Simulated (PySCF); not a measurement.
How methods differ on the fine-structure interval of Hf⁶⁷⁺

Hf⁶⁷⁺ [He] 2s2 2p1 [2p1/2^1, M_J = 1/2] → Hf⁶⁷⁺ [He] 2s2 2p1 [2p3/2^1, M_J = 3/2], as a difference of total energies. All numbers are calculated (PySCF 2.14, the two-component X2C-1e Hamiltonian, in an uncontracted even-tempered set (16 s from 52 bohr⁻², ratio 2.4; 13 p from 68 bohr⁻², ratio 2.4; 5 d from 220 bohr⁻², ratio 2.6; 4 f from 330 bohr⁻², ratio 2.6)). Correlated levels: nothing frozen; the 28 highest virtual spinors dropped. "Screened" scales the spin-orbit matrix elements by Boettger's factors to mimic the two-electron term; Breit and QED terms are absent.

```
                    method  fine-structure interval (cm⁻¹)
 GHF (screened spin-orbit)                        10519000
GMP2 (screened spin-orbit)                        10500000
     GHF (bare spin-orbit)                        10852000
```
